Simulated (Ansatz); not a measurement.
Reaction (formal exchange of groups at a Te–C bond): `F[SiH2]C[TeH]` + `N[SiH](O)O` → `N[Si](O)(O)[TeH]` + `C[SiH2]F`

Isolated molecules relaxed with PBE0-D4/def2-TZVP in Ansatz; ΔE leaves out vibrations. CBS: MP2 limit from def2 TZ/QZ plus the TZ coupled-cluster correction, frozen cores. This one scheme is used for every species. Functionals use def2-TZVPP. B3LYP here is the variant with VWN-RPA as its local correlation; programs differ in this. def2 core potentials past Kr. For Te outer-core shells are correlated without core-valence functions, which leaves a few kJ/mol of doubt a bond. One conformer a species, not always the lowest.

Q: Is it downhill or uphill in electronic energy at CCSD(T)/CBS, and by how much? (Best estimate.)

A: Ansatz gave: Downhill: ΔE = -98.8 kJ/mol.

Q: What do these levels give: PBE-D4, PBE0-D4, B3LYP-D4, B2PLYP, PBE, r2SCAN, PBE0, B3LYP, HF/def2-TZVPP, MP2/def2-TZVPP, SCS-MP2/def2-TZVPP, CCSD/def2-TZVPP? (Best estimate.)

A: The calculation gave: PBE-D4 -108.0, PBE0-D4 -110.1, B3LYP-D4 -103.7, B2PLYP -100.9, PBE -106.9, r2SCAN -109.4, PBE0 -109.0, B3LYP -102.0, HF/def2-TZVPP -102.5, MP2/def2-TZVPP -100.2, SCS-MP2/def2-TZVPP -95.2, CCSD/def2-TZVPP -96.7 kJ/mol.

Largest T1 diagnostic among the species: 0.011.
